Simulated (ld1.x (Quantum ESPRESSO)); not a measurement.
Results of a calculation; reference values are marked as such.
# Hardness and transferability of assorted potentials

Generated with ld1.x 7.5 (TM, RRKJ, ultrasoft, PAW), atompaw 4.2 or ONCVPSP 4.0.1. The cutoff is in Ry: for ld1.x and atompaw files where the sum of valence levels is converged to 10 mRy in a Bessel basis, for ONCV files where the hardest occupied wave has 1 mHa per electron of residual kinetic energy. The error is the largest all-electron minus pseudo excitation energy over each file’s own four to seven test configurations (ionisations up to +4, promotions, holes and added fractions of an electron), all of which were solved. The labels leave out finer settings (local radius, basis sizes, second energies), which also bear on the numbers. Spin-polarised tests are not counted. The rows are a selection from randomly drawn settings: files with unsolved tests, undetermined cutoffs or missed reference levels are left out.

A true bound ghost makes a file unfit for plane-wave use even where its test errors are small: the radial tests pick states by their node count and pass the ghost by.

| element | potential | cutoff (Ry) | largest error (meV) | bound ghosts |
| --- | --- | --- | --- | --- |
| He | TM, PBE, non-relativistic, rc 0.35/0.35 (sp), local p, core correction no, reference 1s2 | 260 | +0.5 | none |
| B | TM, revPBE, scalar-relativistic, rc 1.30/1.95/2.10 (spd), local s, core correction no, reference 2s2 2p1 | 25 | +83 | none |
| C | ultrasoft, BP86, scalar-relativistic, rc 1.05/2.50/2.40 (spd), local smoothed, core correction no, reference 2s1.75 2p2.25 | 25 | +317 | none |
| O | ultrasoft, BLYP, non-relativistic, rc 0.80/1.15/0.95 (spd), local smoothed, core correction yes, reference 2s2 2p4 | 55 | +630 | none |
| Te | TM, LDA (PZ), scalar-relativistic, rc 1.75/2.10 (sp), local s, core correction no, reference 5s1 5p5 | 25 | +213 | none |

(1) Fill in the row for Ge: TM semilocal, PBE, scalar-relativistic, rc 1.85/1.60 (sp), local p, core correction yes, reference 4s2 4p0.5.

(2) Fill in the row for In: RRKJ, PBE, scalar-relativistic, rc 1.95/2.25/1.50 (spd), local smoothed, core correction yes, reference 4d10 5s2 5p1.

(3) Fill in the row for Nb: TM, PBEsol, scalar-relativistic, rc 3.40/1.66/2.70 (spd), local p, core correction no, reference 4p6 4d4 5s1 5p0.

## Answers

(1) cutoff 30 Ry, largest error -146 meV, bound ghosts: none.

(2) cutoff 70 Ry, largest error -58 meV, bound ghosts: none.

(3) cutoff 40 Ry, largest error +66 meV, bound ghosts: s.
